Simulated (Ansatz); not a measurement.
Species: CH$_{2}$N (charge -1, singlet). It need not be the lowest isomer of its formula. Whether it binds its extra electron was not tested at this geometry. 
Coordinates optimised at B3LYP-D3(BJ)/def2-TZVP (Ansatz, a quantum-chemistry and plane-wave program):
```
C
N 1 1.3032
H 2 1.0467 1 113.70
H 1 1.1571 2 111.64 3 0.00
```
Charge -1, spin multiplicity 1.

Parts of the frozen-core correlation energy in STO-3G (Ansatz, hartree). Frozen orbitals: 2; correlated occupied orbitals by spin: 6 and 6; virtual: 4 and 4. Spin-orbit coupling is left out. Non-relativistic.

| term | value |
|---|---|
| reference (HF) | -91.99330 |
| MP2 opposite-spin | ? |
| MP2 same-spin | -0.01613 |
| CCSD correlation | ? |
| (T) | ? |
| FCI minus CCSD(T) | -0.00068 |
| T1 diagnostic | 0.020 |
| largest doubles amplitude | 0.176 |

### Question
Complete the blanks.

### Answer

- MP2 opposite-spin, value: -0.08620
- CCSD correlation, value: -0.12982
- (T), value: -0.00253
